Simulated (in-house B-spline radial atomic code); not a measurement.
Ionisation energies with and without relativity, with size and susceptibility from the Dirac run. Dirac energy differences include first-order Breit, QED and recoil terms. NIST's values go from ground level to ground level; the uncertainty of those that are theory runs from under 0.1 % in few-electron ions to several per cent in heavy many-electron ones. Computed with a radial B-spline atomic code at the basis-set limit: non-relativistic Hartree-Fock and Dirac-Hartree-Fock, averages of the configuration (point nuclei without relativity, finite nuclei with it).

| ion | configuration | configuration after | ionisation non-relativistic (eV) | ionisation Dirac Breit and QED (eV) | tabulated value (eV) | radius at density 0.001 (bohr) | diamagnetic susceptibility (10⁻⁶ cm³/mol) |
| --- | --- | --- | --- | --- | --- | --- | --- |
| As2+ | [Ar] 3d10 4s2 4p1 | [Ar] 3d10 4s2 | 27.33 | 27.36 | 28.349 | 3.601 | -17.819 |
| Se2+ | [Ar] 3d10 4s2 4p2 | [Ar] 3d10 4s2 4p1 | 30.16 | 30.20 | 31.697 | 3.604 | -19.161 |
| Br2+ | [Ar] 3d10 4s2 4p3 | [Ar] 3d10 4s2 4p2 | 33.05 | 33.10 | 34.871 | 3.556 | -19.997 |
| Kr2+ | [Ar] 3d10 4s2 4p4 | [Ar] 3d10 4s2 4p3 | ? | ? | ? | ? | ? |
| Rb2+ | [Ar] 3d10 4s2 4p5 | [Ar] 3d10 4s2 4p4 | 39.04 | 39.10 | 39.247 | 3.411 | -20.752 |
| Sr2+ | [Ar] 3d10 4s2 4p6 | [Ar] 3d10 4s2 4p5 | 42.13 | 42.22 | 42.88353 | 3.332 | -20.846 |
| Zr2+ | [Kr] 4d2 | [Kr] 4d1 | ? | ? | ? | ? | ? |
| Nb2+ | [Kr] 4d3 | [Kr] 4d2 | 23.77 | 23.41 | 25.04 | 3.622 | -24.513 |
| Mo2+ | [Kr] 4d4 | [Kr] 4d3 | 25.65 | 25.26 | 27.13 | 3.575 | -24.65 |
| Tc2+ | [Kr] 4d5 | [Kr] 4d4 | 27.50 | 27.09 | 29.55 | 3.514 | -24.587 |
| Ru2+ | [Kr] 4d6 | [Kr] 4d5 | ? | ? | ? | ? | ? |
| Rh2+ | [Kr] 4d7 | [Kr] 4d6 | 31.18 | 30.70 | 31.06 | 3.38 | -24.129 |

Task: Fill in the row of Kr2+.

Result: ionisation non-relativistic (eV): 36.01; ionisation Dirac Breit and QED (eV): 36.07; tabulated value (eV): 35.838; radius at density 0.001 (bohr): 3.488; diamagnetic susceptibility (10⁻⁶ cm³/mol): -20.493.

Task: Fill in the row of Zr2+.

Result: ionisation non-relativistic (eV): 21.86; ionisation Dirac Breit and QED (eV): 21.53; tabulated value (eV): 23.17; radius at density 0.001 (bohr): 3.635; diamagnetic susceptibility (10⁻⁶ cm³/mol): -24.048.

Task: Fill in the row of Ru2+.

Result: ionisation non-relativistic (eV): 29.34; ionisation Dirac Breit and QED (eV): 28.90; tabulated value (eV): 28.47; radius at density 0.001 (bohr): 3.448; diamagnetic susceptibility (10⁻⁶ cm³/mol): -24.399.
